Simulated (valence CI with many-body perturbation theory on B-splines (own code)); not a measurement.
Er36+: electric-dipole lines

Calculated by configuration interaction combined with many-body perturbation theory (CI+MBPT): four valence electrons over a frozen Dirac-Fock core [Ar] 3d10, radial functions for each j: 11 s, 11 p, 10 d, 8 f, 5 g, 2 h, with the one-electron correlation potential Σ1, the two-electron term Σ2, the three-electron term Σ3, Breit, model QED; selected CI, second order for the rest, scaled by the run's own slope (own B-spline code, finite nucleus).

No measured spectrum was set against this ion. As an estimate, large intervals hold to a few tenths of a per cent, small ones and those within an open d or f shell to about a per cent. Among the levels kept, up to 390 cm⁻¹ of a level comes from second order outside the variational space, and about a tenth of that is noise between levels of different J, which matters for small intervals.

Lines 51 to 100 of 557 in falling wavelength, among levels below 37.617 Ry, chosen from the strongest by gf and those to the six lowest levels. Wavelengths and rates use the calculated energies. Electric multipoles are in the length gauge with retardation, E1 and E2 with the static RPA response of the core. Weak lines are less certain than strong ones. Lines between different terms over intervals too small for the method are left out, as are lines whose strength nearly cancels. Where a level lies close to another of its J and parity, the split of strength between their lines is uncertain. The highest levels of a list are the least certain.

Levels are named by their leading jj configuration (3d3/2^4 stands for four electrons in 3d with j = 3/2), which in mixed levels can hold well under half, so a name can repeat and another be missing. Letters in brackets count levels of one name in rising energy.

```
λ vac (Å)                           Upper                           Lower   A (s⁻¹)  S (a.u.)
    131.5       (4p1/2^2 4p3/2 4d5/2) J=4      (4s 4p1/2 4p3/2 4d5/2) J=5  3.51e+10  3.54e-01
    128.3      (4s 4p1/2 4p3/2^2) J=2 [b]              (4s^2 4p3/2^2) J=2  1.08e+10  5.61e-02
    128.2      (4s 4p1/2 4p3/2^2) J=1 [b]              (4s^2 4p3/2^2) J=2  1.31e+10  4.09e-02
    127.7          (4s 4p1/2 4d5/2^2) J=4      (4s 4p3/2^2 4d5/2) J=4 [a]  1.09e+10  1.01e-01
    127.5   (4p1/2 4p3/2^2 4d5/2) J=4 [b]          (4s 4p3/2^2 4d5/2) J=5  1.36e+10  1.25e-01
    127.0  (4s 4p1/2 4p3/2 4f7/2) J=5 [c]          (4s 4p3/2^2 4d5/2) J=5  6.73e+09  7.49e-02
    126.2       (4p1/2^2 4p3/2 4d3/2) J=2  (4s 4p1/2 4p3/2 4d3/2) J=3 [a]  3.07e+10  1.52e-01
    122.0  (4s 4p1/2 4p3/2 4f7/2) J=5 [d]          (4s 4p3/2^2 4d5/2) J=5  9.98e+09  9.84e-02
    121.2       (4p1/2^2 4p3/2 4d5/2) J=4  (4s 4p1/2 4p3/2 4d5/2) J=4 [a]  1.63e+10  1.29e-01
    120.5          (4s 4p1/2^2 4f7/2) J=4      (4s 4p1/2 4p3/2 4d5/2) J=5  8.09e+09  6.29e-02
    118.1       (4p1/2^2 4p3/2 4d3/2) J=1  (4s 4p1/2 4p3/2 4d3/2) J=2 [a]  3.11e+10  7.58e-02
    112.7       (4p1/2^2 4p3/2 4d5/2) J=3      (4s 4p1/2 4p3/2 4d3/2) J=4  1.22e+10  6.01e-02
    99.68  (4s 4p1/2 4d3/2 4d5/2) J=4 [b]  (4s 4p1/2 4p3/2 4d5/2) J=4 [b]  1.24e+10  5.45e-02
    96.89          (4s^2 4p1/2 4d3/2) J=2          (4s^2 4p1/2 4p3/2) J=2  1.29e+09  2.89e-03
    95.89      (4s 4p1/2 4p3/2^2) J=2 [a]          (4s^2 4p1/2 4p3/2) J=2  2.33e+07  5.07e-05
    94.23          (4s^2 4p3/2 4d3/2) J=1              (4s^2 4p3/2^2) J=0  7.71e+08  9.55e-04
    94.12          (4s^2 4p1/2 4d3/2) J=2          (4s^2 4p1/2 4p3/2) J=1  1.10e+08  2.27e-04
    93.18      (4s 4p1/2 4p3/2^2) J=2 [a]          (4s^2 4p1/2 4p3/2) J=1  7.89e+09  1.58e-02
    93.00          (4s 4p1/2^2 4d3/2) J=1          (4s 4p1/2^2 4p3/2) J=2  5.07e+09  6.04e-03
    92.52          (4s 4p3/2^2 4d5/2) J=5          (4s^2 4p3/2 4d5/2) J=4  2.25e+10  9.69e-02
    92.41      (4s 4p3/2^2 4d5/2) J=3 [a]          (4s^2 4p3/2 4d5/2) J=2  2.34e+10  6.38e-02
    91.51       (4p1/2^2 4p3/2 4d5/2) J=3          (4s 4p1/2^2 4d5/2) J=2  1.88e+10  4.98e-02
    91.47          (4s 4p1/2^2 4d3/2) J=2          (4s 4p1/2^2 4p3/2) J=2  1.16e+10  2.20e-02
    90.81          (4s 4p1/2 4p3/2^2) J=3          (4s^2 4p1/2 4p3/2) J=2  1.96e+09  5.07e-03
    90.38                (4s 4p3/2^3) J=2              (4s^2 4p3/2^2) J=2  6.62e+09  1.21e-02
    89.60  (4s 4p1/2 4p3/2 4d5/2) J=4 [b]          (4s^2 4p1/2 4d5/2) J=3  2.21e+10  7.07e-02
    89.48      (4s^2 4p3/2 4f7/2) J=4 [a]          (4s^2 4p3/2 4d5/2) J=3  3.33e+10  1.06e-01
    88.67          (4s^2 4p3/2 4d3/2) J=1              (4s^2 4p3/2^2) J=2  2.42e+09  2.50e-03
    88.61          (4s^2 4p3/2 4d3/2) J=2              (4s^2 4p3/2^2) J=2  1.43e+08  2.45e-04
    87.42  (4s 4p1/2 4p3/2 4d5/2) J=4 [c]          (4s^2 4p1/2 4d5/2) J=3  2.79e+10  8.28e-02
    87.22          (4s^2 4p3/2 4d3/2) J=3              (4s^2 4p3/2^2) J=2  6.52e+09  1.50e-02
    86.91          (4s^2 4p1/2 4d3/2) J=1          (4s^2 4p1/2 4p3/2) J=2  6.57e+09  6.39e-03
    86.74      (4s^2 4p3/2 4f5/2) J=3 [a]          (4s^2 4p3/2 4d3/2) J=3  2.28e+10  5.15e-02
    86.26   (4p1/2 4p3/2^2 4d5/2) J=4 [b]  (4s 4p1/2 4p3/2 4d5/2) J=3 [b]  4.87e+10  1.39e-01
    86.13  (4s 4p1/2 4p3/2 4f5/2) J=2 [c]  (4s 4p1/2 4p3/2 4d5/2) J=2 [c]  4.34e+10  6.84e-02
    86.08  (4s 4p1/2 4p3/2 4f7/2) J=5 [c]  (4s 4p1/2 4p3/2 4d5/2) J=4 [b]  4.10e+10  1.42e-01
    85.51  (4s 4p1/2 4p3/2 4f5/2) J=3 [e]          (4s^2 4p1/2 4f5/2) J=3  8.63e+10  1.86e-01
    85.41      (4s^2 4p3/2 4f5/2) J=3 [a]          (4s^2 4p3/2 4d3/2) J=2  2.91e+10  6.27e-02
    85.00          (4s^2 4d3/2 4d5/2) J=4          (4s^2 4p3/2 4d3/2) J=3  4.38e+10  1.19e-01
    84.88  (4s 4p1/2 4d3/2 4d5/2) J=4 [c]  (4s 4p1/2 4p3/2 4d3/2) J=3 [b]  6.83e+10  1.86e-01
    84.69          (4s^2 4p1/2 4f5/2) J=3          (4s^2 4p1/2 4d5/2) J=3  2.64e+10  5.53e-02
    84.67          (4s^2 4p1/2 4d3/2) J=1          (4s^2 4p1/2 4p3/2) J=1  1.69e+10  1.52e-02
    84.55       (4p1/2^2 4p3/2 4d5/2) J=4          (4s 4p1/2^2 4d5/2) J=3  2.57e+10  6.91e-02
    84.50  (4s 4p1/2 4d3/2 4d5/2) J=4 [b]      (4s 4p1/2 4p3/2 4d3/2) J=4  7.46e+10  2.00e-01
    84.19  (4s 4p1/2 4p3/2 4d3/2) J=2 [b]          (4s^2 4p1/2 4d3/2) J=2  1.50e+11  2.21e-01
    83.82   (4p1/2 4p3/2^2 4d3/2) J=2 [b]  (4s 4p1/2 4p3/2 4d3/2) J=1 [c]  3.39e+10  4.93e-02
    83.76      (4s 4p3/2^2 4d3/2) J=1 [b]          (4s^2 4p3/2 4d3/2) J=2  6.29e+10  5.48e-02
    83.75  (4s 4p1/2 4p3/2 4f7/2) J=5 [d]  (4s 4p1/2 4p3/2 4d5/2) J=4 [b]  7.24e+10  2.31e-01
    83.73  (4s 4p1/2 4p3/2 4d5/2) J=2 [c]      (4s 4p1/2 4p3/2^2) J=2 [b]  3.62e+10  5.24e-02
    83.72   (4p1/2 4p3/2^2 4d3/2) J=2 [a]  (4s 4p1/2 4p3/2 4d3/2) J=3 [b]  5.02e+10  7.27e-02
```
